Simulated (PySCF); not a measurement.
**Ionisation energy of Pd²⁺ by level of theory**

Pd²⁺ [Kr] 4d8 (3F) → Pd³⁺ [Kr] 4d7 (4F), as a difference of total energies. Computed with PySCF 2.14 in def2-TZVP with the def2 core potential (28 electrons) (6s4p3d1f, 40 functions), with scalar relativity through the core potential. Correlated levels: valence: 4s2 4p6 frozen. The calculations carry no spin-orbit coupling.

```json
{"method": "UHF", "ionisation energy (eV)": "31.191"}
{"method": "M06-2X", "ionisation energy (eV)": "33.127"}
{"method": "TPSS", "ionisation energy (eV)": "32.769"}
{"method": "MP2 (valence)", "ionisation energy (eV)": "32.360"}
{"method": "SCS-MP2 (valence)", "ionisation energy (eV)": "32.366"}
```

Problem. How much does correlation contribute at MP2 (valence)?

Solution. 32.360 − (31.191) = 1.169 eV, measured against UHF.

The reference lies between the lowest fine-structure levels, while these numbers refer to the centres of the terms.

Errors of the correlated levels include the incompleteness of this basis and the frozen core.

For comparison: 32.93 eV (semi-empirical (NIST evaluation); NIST Atomic Spectra Database, ionization energies).
